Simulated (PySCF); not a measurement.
Ge(H)2(Me)(OMe) (C₂H₈GeO), SMILES [CH3][GeH2][O]C.

Coordinates come from a PBE-D3(BJ)/def2-SVP optimisation. The structure was generated by enumeration, and PubChem lists no compound with its InChIKey, so it may never have been made. The values are those of a single conformer.

The numbers are results of PBE/def2-TZVP (PySCF), not measurements.

Symmetry labels are those of the subgroup Cs that the program uses (full group Cs).

Computed valence orbital energies around the gap with their symmetry:
```tsv
orbital	symmetry	energy (eV)
HOMO−7	A"	-10.53
HOMO−6	A'	-10.41
HOMO−5	A"	-9.98
HOMO−4	A'	-9.70
HOMO−3	A"	-8.08
HOMO−2	A'	-7.76
HOMO−1	A'	-6.88
HOMO	A"	-6.02
LUMO	A'	-0.23
LUMO+1	A'	0.32
LUMO+2	A'	0.42
LUMO+3	A'	1.33
```
